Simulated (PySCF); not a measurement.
B(CCH)2(OH) (C4H3BO), SMILES C#CB(O)C#C.

The structure is a stationary point at PBE-D3(BJ)/def2-SVP. Other conformers were not sampled.

Two levels are set side by side: PBE/def2-TZVP (PySCF) and r2SCAN/def2-TZVP (PySCF). Same geometry, gas phase. Differences are taken from unrounded values.

```tsv
quantity	r2SCAN	PBE	PBE minus r2SCAN
orbital gap (eV)	4.51	4.09	-0.42
highest occupied level (eV)	-7.05	-6.83	0.23
lowest empty level (eV)	-2.55	-2.74	-0.19
dipole moment (D)	1.50	1.45	-0.05
mean polarisability (bohr³)	62.2	63.8	1.7
```

Rough cost on one machine, each run with all the roots and properties that it gave: r2SCAN against PBE about 4 times.
